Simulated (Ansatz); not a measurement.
Ansatz (a program for electronic structure) input (RPA@PBE/cc-pV(Q+d)Z):
A basis named .json is the Basis Set Exchange file of that set.

Ansatz 0.2 input:
```yaml
crystal:
  periodic: [false, false, false]
  atoms:
    - {symbol: O, position_ang: [1.28596004, -0.09783651, -0.16363016]}
    - {symbol: S, position_ang: [-0.17656246, 0.01343296, 0.02246644]}
    - {symbol: F, position_ang: [-0.28649143, 1.89015734, -0.05178868]}
    - {symbol: F, position_ang: [-0.54269534, -1.82707238, 0.15729737]}
basis:
  gaussian:
    orbitals: cc-pV_Q+d_Z.json
hamiltonian:
  xc: pbe
total_charge: -1
magnetization: {spin_polarized: true, initial_magnetization: 1}
correlation: {method: rpa, electrons: outside_noble_gas}
```

End of the output:

```
integrals: 0.53 GiB planned
1427 factors; integrals over basis functions are off by at most 1.4e-3 eV
mean field: 1.06 GiB planned
mean field evaluation 1: about -18306.6780 eV, gradient 3.0e1 eV
mean field evaluation 2: about -18306.6793 eV, gradient 3.0e1 eV
mean field evaluation 4: about -18308.9230 eV, gradient 1.6e1 eV
mean field evaluation 8: about -18309.9037 eV, gradient 1.2e-1 eV
mean field evaluation 16: about -18309.9034 eV, gradient 4.9e-5 eV
mean field -18309.90338488 eV, -672.8765384959 hartree, gradient 1.5e-6 eV, S^2 0.753017; 0 other end points of the search recorded, 0 dependent functions left out
8 core orbitals not correlated
reference -18267.69978084 eV, -671.3255846542 hartree; 14, 13 occupied and 207, 208 virtual orbitals, 1427 factors
Total energy: -18310.76562612 eV, -672.9082252773 hartree
```
